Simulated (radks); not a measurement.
Results of a calculation; reference values are marked as such.
Spherical quantum dot in the effective-mass picture: electrons in a parabolic well V = omega^2 r^2 / 2 with omega = 4.12, all in effective atomic units (hartree* = m*/eps^2 hartree, bohr* = eps/m* bohr), one dielectric constant everywhere. Level of theory: non-relativistic Kohn-Sham, PBE, spin-polarised, spherical densities (a radial shooting solver with Libxc functionals). Levels are named by radial order and angular momentum (1s, 1p, 1d, 2s, ...), and open shells are averaged over m. Results are scaled to m* = 0.05 and eps = 10.6, for which hartree* = 12.11 meV and bohr* = 11.22 nm.

N = 9, configuration 1s2 1p6 1d(up 1, down 0). This is the lowest configuration that the search found. Occupied and some empty levels:

level    occupation  eigenvalue (meV)  <r> (nm)
1s up             1            195.60     7.188
1s down           1            196.06     7.157
1p up             3            233.44     9.275
1p down           3            234.22     9.256
1d up             1            273.77     10.87
1d down           0            274.70     10.86
2s up             0            277.96     9.914
2s down           0            278.58     9.935
1f up             0            316.00     12.21
1f down           0            316.95     12.22
2p up             0            321.37     11.40
2p down           0            321.89     11.42

Energy (meV): total 1548.80, kinetic 435.33, external 662.74, Hartree 549.38, exchange-correlation -98.652.
